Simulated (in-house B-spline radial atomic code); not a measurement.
## wB97X excitations of Kr

Method: wB97X. Computed with a B-spline radial code for spherical atoms: linear response of the closed shell [Ar] 3d10 4s2 4p6 with the functional's adiabatic kernel; scalar-relativistic (spin-free one-electron X2C), finite nucleus, no spin-orbit coupling, no double excitations, S, P, D and F terms only; shells from n = 2 respond. Only terms of natural parity with L up to 3 were computed.

Command:
```bash
python run_td.py task.json out
```
Settings (radii: box in bohr, nucleus in fm):
```
Z                        36
electrons                36
configuration            [Ar] 3d10 4s2 4p6
hamiltonian              x2c
method                   wb97x
box_radius               75
rms_radius               4.1884
intervals                77
```

Run time, properties included: 6 s on 1 thread of Arm Neoverse N1 (shared host).

The lowest states, in the order of their Tamm-Dancoff energies; the method's threshold (minus the highest occupied level) is 13.189 eV. Labels give the largest channel, * marks a mixed state, and oscillator strengths are full-response dipole values. Semilocal kernels can invert the small singlet-triplet splittings of Rydberg terms. Energies in eV:

| state | full response | Tamm-Dancoff | oscillator strength |
| --- | --- | --- | --- |
| 4p → 5s 3P | 9.745 | 9.752 | - |
| 4p → 5s 1P | 9.877 | 9.886 | 0.375 |
| 4p → 5p 3S | 10.669 | 10.681 | - |
| 4p → 5p 3D | 10.943 | 10.950 | - |
| 4p → 5p 1D | ? | ? | - |
| 4p → 5p 1S | 11.242 | 11.266 | - |
| 4p → 4d 3P | 11.545 | 11.551 | - |
| 4p → 4d 3F | 11.625 | 11.634 | - |
| 4p → 6s 3P | 11.664 | 11.666 | - |
| 4p → 6s 1P | 11.675 | 11.677 | 0.0538 |
| 4p → 4d 1F | 11.726 | 11.727 | - |
| 4p → 4d 1P | 11.797 | 11.805 | 0.157 |
| 4p → 6p 3S | ? | ? | - |
| 4p → 6p 3D | 12.060 | 12.062 | - |
| 4p → 6p 1D | 12.079 | 12.080 | - |
| 4p → 6p 1S | 12.159 | 12.170 | - |

Problem. Where does 4p → 5p 1D lie?

Solution. At 11.071 eV in full response, 11.074 eV in Tamm-Dancoff.

Problem. Where does 4p → 6p 3S lie?

Solution. At 12.005 eV in full response, 12.007 eV in Tamm-Dancoff.

Problem. How large is the singlet-triplet splitting of 4p → 5s (P terms) in Tamm-Dancoff?

Solution. 0.134 eV, from the unrounded values.

Problem. What polarisabilities and dispersion coefficient does the method give?

Solution. Dipole 17.46 bohr³, quadrupole 102.6 bohr⁵, C6 136 hartree·bohr⁶ for two such species. Recommended dipole value: 16.78 ± 0.02 bohr³ (Schwerdtfeger and Nagle, table of static dipole polarizabilities (2023 update)), which includes relativity and correlation.
